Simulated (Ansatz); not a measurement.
Start from `BO[SiH2]N` and change one atom or group to get `C[SiH2]O[SiH2]N`.

Ansatz, PBE0-D4/def2-TZVP geometries, multiplicity 1. Each molecule was computed in one conformer, which needn't be the lowest.

```csv
property,`BO[SiH2]N`
HOMO energy (ωB97M-V/def2-TZVPP) / eV,-10.41
HOMO energy (PBE0/def2-TZVPP) / eV,-8.00
HOMO–LUMO gap (PBE/def2-TZVPP) / eV,5.10
LUMO energy (PBE0/def2-TZVPP) / eV,-0.45
HOMO–LUMO gap (ωB97M-V/def2-TZVPP) / eV,11.81
size of the dipole moment (ωB97M-V/def2-TZVPP) / D,1.80
```

Problem. Give the same properties after the change, and the shifts. (An estimate is asked.)

Solution. The calculation gave: 
```json
{"property": "HOMO energy (ωB97M-V/def2-TZVPP) / eV", "`C[SiH2]O[SiH2]N`": "-10.15", "shift": "0.26"}
{"property": "HOMO energy (PBE0/def2-TZVPP) / eV", "`C[SiH2]O[SiH2]N`": "-7.72", "shift": "0.28"}
{"property": "HOMO–LUMO gap (PBE/def2-TZVPP) / eV", "`C[SiH2]O[SiH2]N`": "5.99", "shift": "0.89"}
{"property": "LUMO energy (PBE0/def2-TZVPP) / eV", "`C[SiH2]O[SiH2]N`": "0.55", "shift": "1.00"}
{"property": "HOMO–LUMO gap (ωB97M-V/def2-TZVPP) / eV", "`C[SiH2]O[SiH2]N`": "12.16", "shift": "0.35"}
{"property": "size of the dipole moment (ωB97M-V/def2-TZVPP) / D", "`C[SiH2]O[SiH2]N`": "1.14", "shift": "-0.66"}
```

With PBE0 the HOMO rises by 0.28 eV and the LUMO rises by 1.00 eV, so the gap widens by about 0.72 eV. PBE moves the HOMO by 0.30 eV and ωB97M-V by 0.26 eV. Dipoles are sizes alone; their direction can turn.
